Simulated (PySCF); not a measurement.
C4H8BN.
Numbering: `[CH2:1]=[CH:2][BH2-:3][N+:4]#[C:5][CH3:6]` (hydrogens: H7, H8 on C1; H9 on C2; H10, H11 on B3; H12, H13, H14 on C6)

Cartesian coordinates in Å at the GFN2-xTB level; atoms count from 1:
```
atom  x, y, z in Å
C1     1.7581    1.0267    0.4474
C2     1.3061    0.2065    1.3801
B3     0.0270   -0.7688    1.3419
N4    -0.6329   -0.5958    0.0449
C5    -1.0392   -0.3485   -1.0018
C6    -1.5815   -0.0717   -2.2979
H7     1.2749    1.1311   -0.5153
H8     2.6357    1.6439    0.5823
H9     1.8557    0.1657    2.3150
H10    0.3410   -1.9188    1.4066
H11   -0.7835   -0.4723    2.1673
H12   -2.6337    0.2003   -2.2088
H13   -1.0371    0.7546   -2.7557
H14   -1.4912   -0.9533   -2.9331
```

The closed-shell SCF was solved with PySCF and density fitting under several settings on one GFN2-xTB geometry (grid level 2 and gas phase unless stated).

```
                            settings  basis functions  SCF cycles     E (Eh)  HOMO (eV)  LUMO (eV)  dipole (D)
 PW91/6-311+G(2d,p), start guess sap              210          17  -236.7551      -5.48      -1.62        6.42
PBE0/6-311+G(2d,p), start guess vsap              210          15  -236.5618      -6.47      -0.59        6.82
                          B97-D/MINI               38          14  -234.6049      -7.53      -4.05        6.57
```

Estimate the row for these settings: wB97X-D/pcSseg-1, start guess vsap.

| settings | basis functions | SCF cycles | E (Eh) | HOMO (eV) | LUMO (eV) | dipole (D) |
| --- | --- | --- | --- | --- | --- | --- |
| wB97X-D/pcSseg-1, start guess vsap | 142 | 13 | -236.6798 | -8.26 | 1.21 | 7.05 |

Over all rows, what range does the HOMO–LUMO gap span?

From 3.48 eV (B97-D/MINI) to 9.47 eV (wB97X-D/pcSseg-1, start guess vsap). The functional of the narrowest has no exact exchange, that of the widest range-separated exact exchange.

Whole jobs, the steps after the SCF included, on Arm Neoverse V2, one thread, no GPU, on a shared host:

| settings | work after the SCF | wall time | peak memory |
| --- | --- | --- | --- |
| PW91/6-311+G(2d,p), start guess sap | shieldings, charges and field gradients | 39 s | 0.79 GiB |
| PBE0/6-311+G(2d,p), start guess vsap | shieldings | 25 s | 0.79 GiB |
| B97-D/MINI | 1 singlet by full TDDFT, polarisability | 3.7 s | 0.31 GiB |
| wB97X-D/pcSseg-1, start guess vsap | shieldings | 16 s | 0.75 GiB |

B97-D and wB97X-D ran without the empirical dispersion term, which would shift the total energy alone. Cycle counts include a coarse-grid stage where the run had one. All basis functions are spherical, in the Pople sets too.

One conformer stands for the species.
